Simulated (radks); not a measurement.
Values are calculated unless marked as measured or tabulated.
Valence configurations of Tc (all share [Kr]). Code: a radial shooting solver on a logarithmic mesh with Libxc functionals. Model: scalar-relativistic Kohn-Sham, PBE, spin-unpolarised, spherical densities, finite nucleus; Fermi nuclear charge, rms radius 4.4112 fm. Energies are relative to 4d5 5s2; eigenvalues in eV.

valence,E (eV),e(4d),e(5p),e(5s)
4d5 5s2,0.000,-6.662,-,-5.043
4d5 5s1 5p1,3.754,-8.038,-2.098,-5.962
4d6 5s1,-0.939,-4.474,-,-4.170
4d5 5p2,7.711,-9.241,-2.677,-
4d4 5s2 5p1,6.606,-10.490,-2.512,-6.829
4d4.5 5s2 5p0.5,2.963,-8.582,-1.984,-5.970
4d7,-0.714,-2.723,-,-
4d5 5s1.5 5p0.5,1.849,-7.379,-1.772,-5.528
4d5.5 5s1 5p0.5,1.100,-6.255,-1.572,-5.103
4d5 5s0.5 5p1.5,5.710,-8.655,-2.398,-6.357

NIST lists [Kr] 4d5 5s2 as the ground configuration; this level of theory puts 4d6 5s1 lower, by 0.939 eV. The energies are those of spherical spin-averaged densities, not of single terms.
